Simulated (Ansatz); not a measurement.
A run for Ansatz (an electronic-structure program): R-B3LYP-D3(BJ)/def2-SVP on C16H16 (SMILES c1cc2ccc1CCc1ccc(cc1)CC2).

Ansatz 0.2 input:
```yaml
crystal:
  periodic: [false, false, false]
  atoms:
    - {symbol: C, position_ang: [1.39690000, 0.00000000, 1.32550000]}
    - {symbol: C, position_ang: [0.69080000, 1.18890000, 1.47180000]}
    - {symbol: C, position_ang: [-0.69080000, 1.18890000, 1.47180000]}
    - {symbol: C, position_ang: [-1.39690000, 0.00000000, 1.32550000]}
    - {symbol: C, position_ang: [-0.69080000, -1.18890000, 1.47180000]}
    - {symbol: C, position_ang: [0.69080000, -1.18890000, 1.47180000]}
    - {symbol: C, position_ang: [1.39690000, 0.00000000, -1.32550000]}
    - {symbol: C, position_ang: [0.69080000, 1.18890000, -1.47180000]}
    - {symbol: C, position_ang: [-0.69080000, 1.18890000, -1.47180000]}
    - {symbol: C, position_ang: [-1.39690000, 0.00000000, -1.32550000]}
    - {symbol: C, position_ang: [-0.69080000, -1.18890000, -1.47180000]}
    - {symbol: C, position_ang: [0.69080000, -1.18890000, -1.47180000]}
    - {symbol: C, position_ang: [2.79920000, 0.00000000, 0.78920000]}
    - {symbol: C, position_ang: [2.79920000, 0.00000000, -0.78920000]}
    - {symbol: C, position_ang: [-2.79920000, 0.00000000, 0.78920000]}
    - {symbol: C, position_ang: [-2.79920000, 0.00000000, -0.78920000]}
    - {symbol: H, position_ang: [1.22330000, 2.12950000, 1.47910000]}
    - {symbol: H, position_ang: [-1.22330000, 2.12950000, 1.47910000]}
    - {symbol: H, position_ang: [-1.22330000, -2.12950000, 1.47910000]}
    - {symbol: H, position_ang: [1.22330000, -2.12950000, 1.47910000]}
    - {symbol: H, position_ang: [1.22330000, 2.12950000, -1.47910000]}
    - {symbol: H, position_ang: [-1.22330000, 2.12950000, -1.47910000]}
    - {symbol: H, position_ang: [-1.22330000, -2.12950000, -1.47910000]}
    - {symbol: H, position_ang: [1.22330000, -2.12950000, -1.47910000]}
    - {symbol: H, position_ang: [3.33400000, 0.88340000, 1.13970000]}
    - {symbol: H, position_ang: [3.33400000, -0.88340000, 1.13970000]}
    - {symbol: H, position_ang: [3.33400000, 0.88340000, -1.13970000]}
    - {symbol: H, position_ang: [3.33400000, -0.88340000, -1.13970000]}
    - {symbol: H, position_ang: [-3.33400000, 0.88340000, 1.13970000]}
    - {symbol: H, position_ang: [-3.33400000, -0.88340000, 1.13970000]}
    - {symbol: H, position_ang: [-3.33400000, 0.88340000, -1.13970000]}
    - {symbol: H, position_ang: [-3.33400000, -0.88340000, -1.13970000]}
basis:
  gaussian:
    orbitals: def2-SVP
hamiltonian:
  xc: b3lyp
  dispersion: d3bj
relax: {f_tol: 0.004, max_steps: 120}
scf: {lower_state_search: off}
```

Task: What total energy does the run end on?

Result: -618.9429 hartree.

Task: How many basis functions does it have, and what does it roughly cost on one machine?

Result: 304 functions; roughly 8 core-minutes.
